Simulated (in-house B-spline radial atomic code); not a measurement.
Ionisation energies along the 57-electron series, configuration 1s2 2s2 2p6 3s2 3p6 3d10 4s2 4p6 4d10 4f5/2(3) 5s2 5p6, as differences of self-consistent energies. Dirac energy differences include first-order Breit, QED and recoil terms. NIST's values go from ground level to ground level; the uncertainty of those that are theory runs from under 0.1 % in few-electron ions to several per cent in heavy many-electron ones. Computed with a B-spline radial code for spherical atoms: Dirac-Hartree-Fock, jj configuration that fills j = l - 1/2 first, finite nuclei.

Some pairs differ by more than the removed electron.

A number in brackets counts the electrons of a j subshell.

| ion | configuration after | ionisation energy (eV) | IE/(q+1)² (eV) | -ε less Coulomb ΔSCF (eV) | Breit and QED recoil part (eV) | tabulated value (eV) | tabulated kind | computed minus tabulated (eV) |
| --- | --- | --- | --- | --- | --- | --- | --- | --- |
| Pr2+ | [Xe] 4f5/2(2) | 18.55 | 2.0608 | 3.4986 | 0.10216 | 21.6237 | measured | -3.08 |
| Nd3+ | [Xe] 4f5/2(2) | 37.61 | 2.3506 | 3.6139 | 0.1234 | 40.6 | semi-empirical | -2.99 |
| Pm4+ | [Kr] 4d10 4f5/2(3) 5s2 5p1/2(2) 5p3/2(3) | 68.02 | 2.721 | - | -0.034112 | - | - | - |
| Sm5+ | [Kr] 4d10 4f5/2(4) 5s2 5p1/2(2) 5p3/2(2) | 91.84 | 2.5511 | - | -0.21907 | 87 | tabulated theory | 4.84 |
